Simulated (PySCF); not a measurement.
# C₆ coefficients of unlike pairs at UHF

Calculated with PySCF 2.14 from the dipole response of each species, C₆(A,B) = (3/π) ∫ α_A(iu) α_B(iu) du, in atomic units, from isotropic polarisabilities. For ions this is the dispersion term alone; charge-induced terms of lower order in 1/R come first.

| species | configuration | basis | relativity | α (bohr³) | C₆ (like pair) |
| --- | --- | --- | --- | --- | --- |
| Ba⁺ | [Xe] 6s1 (2S) | aug-cc-pVDZ-X2C (8s7p5d) | spin-free X2C | 171.8 | 2049 |
| Co⁺ | [Ar] 3d8 (3F) | aug-cc-pVTZ-DK (8s7p5d3f2g) | spin-free X2C | 6.451 | 21.44 |
| As | [Ar] 3d10 4s2 4p3 (4S) | dyall-av2z (16s12p8d) | none | 30.04 | 259.2 |
| N⁺ | [He] 2s2 2p2 (3P) | dyall-acv3z (15s9p4d2f) | none | 3.927 | 8.212 |

Problem. Estimate C₆ for N⁺ with As.

Solution. The integral gives 43.67. The combination rule 2 C_A C_B / (C_A α_B/α_A + C_B α_A/α_B) gives 44.02 and the geometric mean 46.14.

No spin-orbit coupling is included.

The other pairs:

```json
{"pair": "N⁺, Ba⁺", "C₆": "92.12"}
{"pair": "As, Ba⁺", "C₆": "612.0"}
{"pair": "N⁺, Co⁺", "C₆": "13.17"}
{"pair": "Co⁺, Ba⁺", "C₆": "147.7"}
{"pair": "As, Co⁺", "C₆": "68.89"}
```
